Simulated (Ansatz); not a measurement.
Reaction (redistribution): `[OH][Mg][F]` + `C[O][Sn][F]` → `[F][Mg][F]` + `C[O][Sn][OH]`

Program: Ansatz. Geometries: PBE0-D4/def2-TZVP. ΔE: electronic, gas phase. CBS: MP2 limit from def2 TZ/QZ plus the TZ coupled-cluster correction, frozen cores. DFT in def2-TZVPP. def2 core potentials past Kr. For Mg, Sn outer-core shells are correlated without core-valence functions, which leaves a few kJ/mol of doubt a bond. Each species was taken in one conformer, which may not be the lowest.

`[OH][Mg][F]`:

```xyz
4

O    -0.203    1.021    0.309
Mg    0.079   -0.617   -0.249
F     0.328   -2.243   -0.847
H    -0.203    1.839    0.787
```

`C[O][Sn][F]`:

Cartesian coordinates in Å:
```
C -0.778 -0.165 -0.324
O 0.316 -0.984 0.012
Sn 2.049 -0.451 0.752
F 1.671 1.462 0.820
H -0.590 0.893 -0.114
H -1.006 -0.274 -1.389
H -1.661 -0.481 0.243
```

`[F][Mg][F]`:

Cartesian coordinates in Å:
```
F -0.395 -1.465 0.865
Mg 0.000 0.000 0.000
F 0.395 1.464 -0.865
```

`C[O][Sn][OH]`:

Z-matrix (Å, degrees):
```
C
O 1 1.399
H 1 1.099 2 112.4
H 1 1.095 2 109.2 3 119.0
H 1 1.099 2 112.4 3 -121.9
Sn 2 1.982 1 127.1 3 60.9
O 6 1.980 2 98.4 1 0.0
H 7 0.961 6 117.1 2 -0.0
```

| level | ΔE (eV) |
| --- | --- |
| PBE-D4 | -0.14 |
| revPBE-D4 | -0.17 |
| RPA@PBE/def2-TZVPP | -0.16 |
| SCS-MP2/def2-TZVPP | -0.14 |

(1) What does CCSD(T)/CBS give? (An estimate is asked.)

Largest T1 diagnostic among the species: 0.017.

Results:

(1) Computed: -0.13 eV. The listed levels differ from it by -0.01, -0.04, -0.03, -0.01 eV.

Leaving LDA and LC-ωPBE aside and taking each functional with its dispersion term where it has one, the values, not all of them listed here, spread over 0.10 eV, from revPBE-D4 to CAM-B3LYP-D4. In def2-TZVPP, CCSD(T) changes the Hartree–Fock value by −0.10 eV (the triples alone add −0.02 eV) and MP2 by −0.11 eV.
